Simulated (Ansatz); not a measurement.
`C[N](C)[ZnH]` + `N[SiH](N)O` → `CO[SiH](N)N` + `C[NH][ZnH]`  (substitution at a C–N bond)

Program: Ansatz. Geometries: PBE0-D4/def2-TZVP. ΔE: electronic, gas phase. CBS: MP2 limit from def2 TZ/QZ plus the TZ coupled-cluster correction, frozen cores. DFT in def2-TZVPP. B3LYP here is the variant with VWN-RPA as its local correlation; programs differ in this. For Zn outer-core shells are correlated without core-valence functions, which leaves a few kJ/mol of doubt a bond. Scalar relativity is left out up to krypton. Each species was taken in one conformer, which may not be the lowest.

Task: Is it downhill or uphill in electronic energy at CCSD(T)/CBS, and by how much? (Best estimate.)

Result: Computed: Uphill: ΔE = +27.9 kJ/mol.

Task: What do these levels give: r2SCAN-D4, ωB97M-V, PBE, r2SCAN, PBE0, B3LYP, HF/def2-TZVPP, CCSD/def2-TZVPP, CCSD(T)/def2-TZVPP, SCS-MP2/def2-QZVPP, MP2/CBS(def2), CCSD/CBS(def2)? (An estimate is asked.)

Result: Computed: r2SCAN-D4 27.5, ωB97M-V 24.7, PBE 28.3, r2SCAN 27.7, PBE0 27.2, B3LYP 22.4, HF/def2-TZVPP 14.9, CCSD/def2-TZVPP 26.2, CCSD(T)/def2-TZVPP 28.1, SCS-MP2/def2-QZVPP 27.5, MP2/CBS(def2) 32.3, CCSD/CBS(def2) 26.0 kJ/mol.

Largest T1 diagnostic among the species: 0.015.

In def2-TZVPP, CCSD(T) changes the Hartree–Fock value by +13.2 kJ/mol (the triples alone add +1.9 kJ/mol) and MP2 by +17.6 kJ/mol.
